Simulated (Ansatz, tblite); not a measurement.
Removing an electron: InH2(OH) (InOH₃). Charge 0, multiplicity 1. Geometry: PBE-D4/def2-TZVP. Ansatz, gas phase; energy differences of separate SCF runs; the oxidised species was run as a doublet alone.

```xyz
5

In    0.4569   -0.0604   -0.4401
H     2.0808   -0.5408   -0.1612
H    -0.4551    0.3882   -1.8353
O    -0.5804   -0.0293    1.2919
H    -1.5022    0.2423    1.1447
```

In the def2 sets In takes a core potential; there is no spin–orbit coupling. The xTB rows come from tblite. Correlated methods freeze 5 core orbitals; core or outer-core shells of In are correlated, in sets that lack core-valence functions.

| level | −HOMO (eV) | vertical IE (eV) | −LUMO (eV) | HOMO–LUMO gap (eV) |
| --- | --- | --- | --- | --- |
| GFN1-xTB | 11.78 | 15.00 | 5.15 | 6.63 |
| GFN2-xTB | 11.76 | 14.99 | 7.53 | 4.22 |
| HF/def2-TZVPP | – | 8.86 | – | – |
| PBE-D4/def2-TZVP | 6.64 | 10.23 | 2.22 | 4.42 |
| r2SCAN-D4/def2-TZVP | 6.93 | 10.34 | 1.92 | 5.01 |
| PBE0-D4/def2-TZVP | 8.18 | 10.47 | 1.52 | 6.66 |
| MP2/def2-TZVPP | – | 10.91 | – | – |
| CCSD/def2-TZVPP | – | 10.50 | – | – |
| CCSD(T)/def2-TZVPP | – | 10.64 | – | – |

Relaxing the oxidised species (PBE-D4/def2-TZVP) changes its energy by -0.62 eV at PBE-D4/def2-TZVP, so the adiabatic ionisation energy to this nearest minimum is 9.61 eV. At PBE0-D4/def2-TZVP it is 9.74 eV.   Raw xTB energy differences between charge states are shifted by several eV; the methods need an empirical correction for them.
